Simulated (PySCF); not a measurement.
# `C/C=C/C=C/C#CC(=O)O`, C₈H₈O₂

Geometry (Å), atoms numbered from 1 in this order:
```xyz
18

C    -4.1103    0.1376   -0.5419
C    -2.6363    0.1522   -0.7285
C    -1.7438   -0.0177    0.2520
C    -0.3262    0.0004    0.0405
C     0.5787   -0.1726    1.0234
C     1.9552   -0.1497    0.7891
C     3.1438   -0.1258    0.5619
C     4.5595   -0.1124    0.3706
O     5.3759   -0.2675    1.2443
O     4.8929    0.0966   -0.9166
H    -4.5386    1.0857   -0.8683
H    -4.3762   -0.0305    0.4988
H    -4.5570   -0.6474   -1.1525
H    -2.2899    0.3141   -1.7416
H    -2.0840   -0.1804    1.2668
H     0.0210    0.1648   -0.9714
H     0.2680   -0.3394    2.0473
H     5.8583    0.0983   -1.0055
```

Computed with PySCF 2.14.0, GIAO B97-2/pcSseg-1 magnetisability, rotational g tensor and spin-rotation constants, non-relativistic, gas phase. Geometry: GFN2-xTB.

(1) Give the nuclear spin-rotation constants along the inertial axes (H = +C I·J) beside the isotropic shieldings.

## Answers

(1) Rotational constants 6.6042, 0.3383, 0.3225 GHz. A star marks the isotopologue with that one atom substituted, in its own axes.
```
atom  isotope  Caa (kHz)  Cbb (kHz)  Ccc (kHz)  mean (kHz)  σ (ppm)
 H11       1H     -0.502     -0.031     -0.007      -0.180     29.6
 H12       1H     -0.655      0.009     -0.038      -0.228     29.9
 H13       1H     -0.504     -0.031     -0.007      -0.180     29.6
 H14       1H     -0.605      0.032     -0.038      -0.203     25.5
 H15       1H     -0.536      0.032     -0.040      -0.182     25.4
 H16       1H     -0.507      0.033     -0.040      -0.171     24.7
 H17       1H     -0.625      0.028     -0.037      -0.211     26.1
 H18       1H      0.451     -0.031     -0.045       0.125     25.7
  C1     13C*      0.914      0.054      0.049       0.339    162.7
  C2     13C*      2.797      0.148      0.047       0.998     40.2
  C3     13C*      2.474      0.143      0.054       0.890     51.0
  C4     13C*      2.926      0.155      0.052       1.044     29.5
  C5     13C*      2.364      0.117      0.045       0.842     76.6
  C6     13C*      0.480      0.122      0.110       0.237     93.0
  C7     13C*      0.929      0.095      0.109       0.378     96.4
  C8     13C*      2.593      0.137      0.080       0.937     30.5
  O9     17O*     -3.502     -0.204     -0.034      -1.247   -108.3
 O10     17O*     -2.151     -0.049     -0.064      -0.754    121.8
```
For the geometry as given, no vibrational averaging.
